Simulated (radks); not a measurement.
Results of a calculation; reference values are marked as such.
Effect of the nuclear size on neutral cerium, [Xe] 4f1 5d1 6s2. Code: a radial shooting solver on a logarithmic mesh with Libxc functionals. Model: Dirac Kohn-Sham, PBE, spin-unpolarised, spherical densities, finite nucleus; open shells are shared between the two j in proportion to 2j + 1; Fermi nuclear charge, rms radius 4.8771 fm. The rms radius is varied about that value; shifts are against it.

rms radius (fm),total energy shift (eV),density at nucleus (e/bohr^3),1s1/2 shift (meV),2s1/2 shift (meV),5s1/2 shift (meV),5p1/2 shift (meV),6s1/2 shift (meV),5d5/2 shift (meV)
4.0919,-3.11,3.972e+05,-1290,-158,-1.13,0.207,-0.068,0.123
4.5552,-1.33,3.884e+05,-552,-67.4,-0.480,0.088,-0.029,0.052
4.8771,0,3.83e+05,0.000,0.000,0.000,0.000,0.000,0.000
5.3258,1.97,3.76e+05,818,100,0.713,-0.131,0.043,-0.078
5.5014,2.78,3.735e+05,1150,141,1.00,-0.185,0.061,-0.110

Slopes of the eigenvalues against <r^2> in GHz/fm^2, as finite differences over the two radii next to the reference (eigenvalue slopes, not the field-shift constants of lines): 1s1/2 43500, 2s1/2 5320, 5s1/2 37.9, 5p1/2 -6.95, 6s1/2 2.29, 5d5/2 -4.14.
